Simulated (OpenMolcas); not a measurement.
An OpenMolcas run meant for F IV (ANO-L-VDZP, non-relativistic; inactive shells 1s; intended active space 4 electrons in 4 orbitals (2s 2p)). One step of its input:

```
&RASSCF
FileOrb=start.orb
Symmetry=1
Spin=3
nElAct=4 0 0
Inactive=1 0
Ras2=1 3
CIRoot=6 6 1
SDav=6
CIMx=300
Iter=89 100
PrWF=0.3
OrbListing=Nothing
MaxOrb=0
Atom
CIOnly
>>> COPY $Project.JobIph JOB001
```

Lines from the output:

```
--- SEWARD ---
Basis set label: F.ANO-L...3S2P1D.

      Electronic valence basis set:
      ------------------
      Associated Effective Charge   9.000000 au
      Associated Actual Charge      9.000000 au
      Nuclear Model: Point charge

      Shell  nPrim  nBasis  Cartesian Spherical Contaminant
         s      14       3        X
         p       9       2        X
         d       4       1                 X
                  Atomic mean-field integrals
--- RASSCF ---

 Nr of active orbitals     NAC=   4
 Spin degeneracy         ISPIN=   3
 There can be no such wave function.
 ************************************************
--- Stop Module: rasscf at  /rc=_RC_INPUT_ERROR_ ---
.####################.
.# User input error #.
.####################.
```

Q: What is wrong with the input?

A: A keyword is misspelt. OpenMolcas reads the first four letters of a keyword, so the setting is refused or falls back to its default.
